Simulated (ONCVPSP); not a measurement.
# Varying the ONCV potential for Hf

Base potential:

| Quantity | Value |
| --- | --- |
| Element | Hf (Z = 72) |
| Generator | ONCVPSP 4.0.1 |
| Type | optimised norm-conserving Vanderbilt (ONCV) |
| Functional | LDA (Perdew-Zunger) |
| Relativity | scalar-relativistic |
| Frozen core | [Kr] 4d10 4f14 |
| Valence charge | 12 |
| Reference configuration | 5s2 5p6 5d2 6s2 |
| Partial waves | 5s+6s: rc 1.65 bohr, ncon 3, nbas 7, qcut 8.3 1/bohr, 3 projectors, debl 2.7 Ha; 5p: rc 1.55 bohr, ncon 4, nbas 9, qcut 9.5 1/bohr, 3 projectors, debl 3.1 Ha; 5d: rc 3.05 bohr, ncon 5, nbas 10, qcut 5.4 1/bohr, 2 projectors, debl 3 Ha; f scattering state at 0.39 Ha: rc 2.80 bohr, ncon 4, nbas 8, qcut 3.8 1/bohr, 1 projector |
| Local potential | polynomial inside 1.25 bohr (lpopt 3, dvloc0 1 Ha) |
| Core correction | Teter function fitted to the true core (icmod 2), fcfact 0.25 |

All-electron outer shells of the reference configuration (LDA (Perdew-Zunger), scalar-relativistic, ld1.x):

```csv
shell,level (eV),outermost node (bohr),outermost maximum (bohr)
5s,-67.17,0.55,1.01
5p,-35.71,0.60,1.16
4f,-17.03,–,0.45
6s,-5.27,1.37,2.89
5d,-2.87,0.67,1.71
```

Cutoffs, loose and tight: the cutoffs (Ha) at which the residual kinetic energy of the hardest occupied pseudo-wave falls to 1 and 0.1 mHa per electron. They do not see the model core or the augmentation charge, which bear on the density cutoff. Test errors are all-electron minus pseudo excitation energies from the reference, over the configurations 5s2 5p6 5d2 6s1; 5s2 5p6 5d2 6s0; 5s2 5p6 5d1 6s0; 5s1 5p6 5d2 6s2. A dash means not determined; rows that change the core or the reference have their own tests. The largest error is taken over the tests solved by every variant that gives reliable tests at all: 5s1 5p6 5d2 6s2; 5s2 5p6 5d2 6s0; 5s2 5p6 5d2 6s1.

| change | outcome | cutoff, loose | cutoff, tight | bound ghosts | GHOST(+) flags above zero | largest test error (meV) |
| --- | --- | --- | --- | --- | --- | --- |
| base | generated | 29 Ha | 34 Ha | none | s | -435 |
| core correction Teter function fitted to the true core (icmod 2), fcfact 0.14 | generated | 29 Ha | 34 Ha | none | s | -414 |
| core correction Teter function fitted to the true core (icmod 2), fcfact 0.32 | generated | 29 Ha | 34 Ha | none | s | -444 |
| core correction Teter function fitted to the true core (icmod 2), fcfact 0.46 | generated | 29 Ha | 34 Ha | none | s | -452 |
| core correction Teter function fitted to the true core (icmod 2), fcfact 0.66 | generated | 29 Ha | 34 Ha | none | s | -457 |
| core correction Teter function fitted to the true core (icmod 2), fcfact 0.8 | generated | 29 Ha | 34 Ha | none | s | -460 |
| core correction Teter function fitted to the true core (icmod 2), fcfact 1 | generated | 29 Ha | 34 Ha | none | s | -460 |
| core correction Teter function fitted to the true core (icmod 2), fcfact 1.18 | generated | 29 Ha | 34 Ha | none | s | -460 |

Reading the sweep of the fcfact (base included, trends over the rows without a ghost): The loose cutoff stays near 29 Ha.
